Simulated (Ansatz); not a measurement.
Job for Ansatz (a quantum-chemistry and plane-wave program): R-CCSD(T)/cc-pVDZ on NH3 (SMILES N).

Ansatz 0.2 input:
```yaml
crystal:
  periodic: [false, false, false]
  atoms:
    - {symbol: N, position_ang: [-0.00002262, -0.00000000, 0.27911755]}
    - {symbol: H, position_ang: [0.94275925, 0.00000000, -0.09307852]}
    - {symbol: H, position_ang: [-0.47141832, 0.81647523, -0.09306951]}
    - {symbol: H, position_ang: [-0.47141832, -0.81647523, -0.09306951]}
basis:
  gaussian:
    orbitals: cc-pVDZ
magnetization: {spin_polarized: false}
correlation: {method: ccsd_t, electrons: outside_noble_gas}
scf: {lower_state_search: off}
```

It printed:

```
WARN ansatz: RAYON_NUM_THREADS=1 ignored (pool sized by the plan → 1); use --threads N
Functional definition: HF
these checks for a lower state are left out or cut short: stability, starts, cluster_reference, orbital_swaps, neighbouring_geometries, increment
integrals: 0.00 GiB planned
265 factors; integrals over basis functions are off by at most 1.3e-3 eV
mean field: 0.04 GiB planned
mean field evaluation 1: about -1527.6770 eV, gradient 2.7e1 eV
mean field evaluation 2: about -1527.6768 eV, gradient 2.7e1 eV
mean field evaluation 4: about -1529.1476 eV, gradient 1.5e0 eV
mean field evaluation 8: about -1529.1567 eV, gradient 5.4e-3 eV
mean field -1529.15666327 eV, -56.1954708756 hartree, gradient 5.0e-6 eV, S^2 0.000000; 0 other end points of the search recorded, 0 dependent functions left out
1 core orbitals not correlated
reference -1529.15666327 eV, -56.1954708756 hartree; 4, 4 occupied and 24, 24 virtual orbitals, 265 factors
second order -5.07016081 eV of doubles, -0.00000000 eV of singles
coupled cluster: 0.05 GiB planned
cycle   1  -5.37495105 eV  change   -3.0e-1 eV  update   3.6e-2
cycle   2  -5.49972101 eV  change   -1.2e-1 eV  update   1.1e-2
cycle   3  -5.51125670 eV  change   -1.2e-2 eV  update   2.9e-3
cycle   4  -5.51208301 eV  change   -8.3e-4 eV  update   7.3e-4
cycle   5  -5.51212097 eV  change   -3.8e-5 eV  update   2.2e-4
cycle   6  -5.51211814 eV  change    2.8e-6 eV  update   8.2e-5
cycle   7  -5.51210468 eV  change    1.3e-5 eV  update   2.8e-5
cycle   8  -5.51209436 eV  change    1.0e-5 eV  update   5.0e-6
cycle   9  -5.51209433 eV  change    3.2e-8 eV  update   1.1e-6
perturbative correction -0.10294722 eV, -0.0037832407 hartree
Total energy: -1534.77170482 eV, -56.4018198465 hartree
Checks for a lower state left out: stability, starts, cluster_reference, orbital_swaps, neighbouring_geometries, increment
```

Self-consistency was reached.

Cost: about 0.27 core-seconds (a rough figure).
